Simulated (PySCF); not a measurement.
# Where the electron goes

Si(OAc)4, C₈H₁₂O₈Si.
Structure used (PBE0-D3(BJ)/def2-SVP), in Å, numbered top down from 1:
```
atom  x, y, z in Å
Si1   -0.0033   -0.0195   -0.0274
O2    -0.1515    0.1468    1.6203
C3    -1.1823   -0.3560    2.3390
C4    -0.9586   -0.2025    3.8075
O5    -2.1341   -0.8671    1.8170
H6    -1.8473   -0.5302    4.3574
H7    -0.7142    0.8422    4.0450
H8    -0.0904   -0.8150    4.0939
O9     1.6104    0.1508   -0.3874
C10    2.2378    1.3488   -0.4514
C11    3.6393    1.2115   -0.9474
O12    1.6888    2.3719   -0.1482
H13    4.1502    2.1789   -0.9003
H14    3.6082    0.8502   -1.9865
H15    4.1752    0.4563   -0.3555
O16   -0.9898    1.1252   -0.7172
C17   -0.8058    1.6391   -1.9571
C18   -1.7001    2.8083   -2.2072
O19    0.0012    1.1872   -2.7208
H20   -1.6151    3.1291   -3.2508
H21   -1.3945    3.6255   -1.5362
H22   -2.7390    2.5514   -1.9581
O23   -0.4846   -1.4966   -0.6158
C24   -0.2541   -2.6684    0.0234
C25   -1.0072   -3.7950   -0.6032
O26    0.4648   -2.7398    0.9814
H27   -0.7299   -4.7420   -0.1283
H28   -0.8100   -3.8261   -1.6839
H29   -2.0837   -3.6071   -0.4719
```

The calculation used PySCF 2.14.0, density-fitted response routines, TDDFT wB97X-D/def2-SVPD, vertical, gas phase, core orbitals frozen in the response.

Kohn–Sham orbitals with the atoms that hold most of them (Löwdin shares over 4%, at most four atoms; ? is withheld):

```csv
orbital,ε (eV),atoms
HOMO-3,-10.55,"O12 18%, O5 17%, O26 16%, O19 15%"
HOMO-2,-10.34,"O5 36%, O26 25%, O2 7%, O23 6%"
HOMO-1,-10.34,"O12 32%, O19 29%, O9 6%, O16 6%"
HOMO,-10.31,?
LUMO,1.44,"C3 18%, C24 17%, O5 15%, O26 14%"
LUMO+1,1.44,"C10 19%, C17 17%, O12 15%, O19 14%"
LUMO+2,1.59,"C24 10%, C17 10%, C3 9%, C10 9%"
```

(1) Which atoms hold the HOMO, and with what shares?

Results:

(1) O19 (bonded to C) 22%; O26 (bonded to C) 21%; O12 (bonded to C) 12%; O5 (bonded to C) 12%.

Within 0.005 eV of a neighbour in this list lie HOMO-2/HOMO-1 and LUMO/LUMO+1.

Task: How does S1 compare with the orbital gap of 11.75 eV?

Result: S1 is at 5.84 eV (f = 0.0000), 5.91 eV below the gap, made of HOMO-2/HOMO-1→LUMO/LUMO+1 (≥44%), HOMO→LUMO+2 (23%). S1/S2 lie within about 0.01 eV of each other. Its leading pair isn't HOMO and LUMO; the energies of that pair differ by 11.90 eV. Without the coupling terms of the response equations the lowest excitation would equal the gap.

Next come S2 at 5.85 eV (f 0.0012), HOMO-2/HOMO-1→LUMO/LUMO+1 (≥53%), HOMO-3→LUMO+2 (19%); S3 at 5.86 eV (f 0.0007), HOMO→LUMO/LUMO+1 (≥24%), HOMO-3→LUMO/LUMO+1 (≥24%), HOMO-2/HOMO-1→LUMO+2 (≥22%); S4 at 5.86 eV (f 0.0007), HOMO→LUMO/LUMO+1 (≥25%), HOMO-3→LUMO/LUMO+1 (≥24%), HOMO-2/HOMO-1→LUMO+2 (≥21%); S5 at 7.91 eV (f 0.0002), HOMO→LUMO+2 (39%), HOMO-2/HOMO-1→LUMO/LUMO+1 (≥29%).

Orbitals of the list HOMO-3 to LUMO+2 that lie within 0.01 eV of each other are written together with a slash and their weights summed (≥ marks a lower bound); for degenerate orbitals outside that list single weights are arbitrary.

Löwdin shares depend on the basis, the more so with diffuse functions.

On Intel Xeon 6975P-C, 2 threads, shared host with 192 logical CPUs at a one-minute load of 88, this took 4.2 min wall, 8.9 min CPU (grids of density and orbitals included) and 4.2 GiB of memory at its peak.

One conformer stands for the species.
